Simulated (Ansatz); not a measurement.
`N[CH2][GeH]([F])[SH]` → CH₃NH₂ + `[F][Ge][SH]`  (germylene formation by 1,1-elimination)

Program: Ansatz. Geometries: PBE0-D4/def2-TZVP. ΔE: electronic, gas phase. CBS: MP2 limit from def2 TZ/QZ plus the TZ coupled-cluster correction, frozen cores. DFT in def2-TZVPP. B3LYP here is the variant with VWN-RPA as its local correlation; programs differ in this. For Ge outer-core shells are correlated without core-valence functions, which leaves a few kJ/mol of doubt a bond. Scalar relativity is left out up to krypton. One conformer a species, not always the lowest.

```json
{"level": "PBE-D4", "ΔE (kJ/mol)": "17.0", "difference from CCSD(T)/CBS": "-15.2"}
{"level": "r2SCAN-D4", "ΔE (kJ/mol)": "33.6", "difference from CCSD(T)/CBS": "1.4"}
{"level": "PBE0-D4", "ΔE (kJ/mol)": "35.2", "difference from CCSD(T)/CBS": "3.0"}
{"level": "B3LYP-D4", "ΔE (kJ/mol)": "8.8", "difference from CCSD(T)/CBS": "-23.4"}
{"level": "ωB97X-V", "ΔE (kJ/mol)": "40.6", "difference from CCSD(T)/CBS": "8.4"}
{"level": "ωB97M-V", "ΔE (kJ/mol)": "24.8", "difference from CCSD(T)/CBS": "-7.4"}
{"level": "B2PLYP", "ΔE (kJ/mol)": "15.3", "difference from CCSD(T)/CBS": "-16.9"}
{"level": "PBE", "ΔE (kJ/mol)": "6.4", "difference from CCSD(T)/CBS": "-25.8"}
{"level": "r2SCAN", "ΔE (kJ/mol)": "30.7", "difference from CCSD(T)/CBS": "-1.5"}
{"level": "PBE0", "ΔE (kJ/mol)": "25.8", "difference from CCSD(T)/CBS": "-6.4"}
{"level": "B3LYP", "ΔE (kJ/mol)": "-8.2", "difference from CCSD(T)/CBS": "-40.4"}
{"level": "HF/def2-TZVPP", "ΔE (kJ/mol)": "17.2", "difference from CCSD(T)/CBS": "-15.0"}
{"level": "MP2/def2-TZVPP", "ΔE (kJ/mol)": "54.1", "difference from CCSD(T)/CBS": "21.9"}
{"level": "SCS-MP2/def2-TZVPP", "ΔE (kJ/mol)": "42.0", "difference from CCSD(T)/CBS": "9.8"}
{"level": "CCSD/def2-TZVPP", "ΔE (kJ/mol)": "41.9", "difference from CCSD(T)/CBS": "9.7"}
{"level": "CCSD(T)/def2-TZVPP", "ΔE (kJ/mol)": "43.6", "difference from CCSD(T)/CBS": "11.4"}
{"level": "HF/def2-QZVPP", "ΔE (kJ/mol)": "14.8", "difference from CCSD(T)/CBS": "-17.4"}
{"level": "MP2/def2-QZVPP", "ΔE (kJ/mol)": "46.8", "difference from CCSD(T)/CBS": "14.6"}
{"level": "SCS-MP2/def2-QZVPP", "ΔE (kJ/mol)": "36.3", "difference from CCSD(T)/CBS": "4.1"}
{"level": "HF/CBS(def2)", "ΔE (kJ/mol)": "14.5", "difference from CCSD(T)/CBS": "-17.7"}
{"level": "MP2/CBS(def2)", "ΔE (kJ/mol)": "42.8", "difference from CCSD(T)/CBS": "10.6"}
{"level": "CCSD/CBS(def2)", "ΔE (kJ/mol)": "30.6", "difference from CCSD(T)/CBS": "-1.6"}
{"level": "CCSD(T)/CBS", "ΔE (kJ/mol)": "32.2", "difference from CCSD(T)/CBS": "0"}
```

Largest T1 diagnostic among the species: 0.015.

The D4 term adds +17.0 kJ/mol with B3LYP and +9.4 kJ/mol with PBE0; it sums over pairs of atoms, weighted by their polarisabilities, and B3LYP, whose exchange is more repulsive, gets the larger term. In def2-TZVPP, CCSD(T) changes the Hartree–Fock value by +26.4 kJ/mol (the triples alone add +1.7 kJ/mol) and MP2 by +36.9 kJ/mol. From PBE to PBE0 (25 % exact exchange), in def2-TZVPP and without D4, ΔE moves by +19.4 kJ/mol.
